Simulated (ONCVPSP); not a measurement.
Si (Z = 14): from the effect back to the setting (ONCV)

Base potential:

* Element: silicon (Si)
* Generator: ONCVPSP 4.0.1
* Type: optimised norm-conserving Vanderbilt (ONCV)
* Functional: LDA (Perdew-Wang 92)
* Relativity: scalar-relativistic
* Frozen core: [Ne]
* Valence charge: 4
* Reference configuration: 3s2 3p2
* Partial waves: 3s: rc 1.80 bohr, ncon 3, nbas 7, qcut 4.6 1/bohr, 2 projectors, debl 0.9 Ha; 3p: rc 1.85 bohr, ncon 4, nbas 7, qcut 3.8 1/bohr, 2 projectors, debl 1.9 Ha; d scattering state at 0.36 Ha: rc 1.80 bohr, ncon 3, nbas 7, qcut 5.8 1/bohr, 2 projectors, debl 0.3 Ha
* Local potential: polynomial inside 1.55 bohr (lpopt 5, dvloc0 1 Ha)
* Core correction: Teter function, fcfact 4.75, rcfact 1.55

Cutoffs, loose and tight: the cutoffs (Ha) at which the residual kinetic energy of the hardest occupied pseudo-wave falls to 1 and 0.1 mHa per electron. They do not see the model core or the augmentation charge, which bear on the density cutoff. Test errors are all-electron minus pseudo excitation energies from the reference, over the configurations 3s2 3p1; 3s2 3p0; 3s1 3p0; 3s0 3p4; variants that change the core or the reference have their own tests.

Only the scale of all radii but the core radius (base = 1) is moved:

```tsv
scale of all radii but the core radius (base = 1)	cutoff, loose	cutoff, tight	bound ghosts	largest test error (meV)
0.77	38 Ha	70 Ha	s, p	-122
0.86	8.1 Ha	30 Ha	none	-108
0.9	8.2 Ha	10 Ha	none	-105
1	7.8 Ha	9.8 Ha	none	-105
1.12	7.2 Ha	9.0 Ha	none	-115
1.18	6.9 Ha	8.8 Ha	none	-121
1.27	6.5 Ha	8.3 Ha	none	-135
1.31	6.3 Ha	8.1 Ha	none	-143
```

One more run gave cutoff, loose: 7.5 Ha; cutoff, tight: 9.5 Ha; bound ghosts: none; largest test error (meV): -108. Which value of the scale of all radii but the core radius (base = 1) was used?

1.05. The tight cutoff moves one way along this sweep, from 70 Ha at 0.77 to 8.1 Ha at 1.31, which places the run between 1 and 1.12.
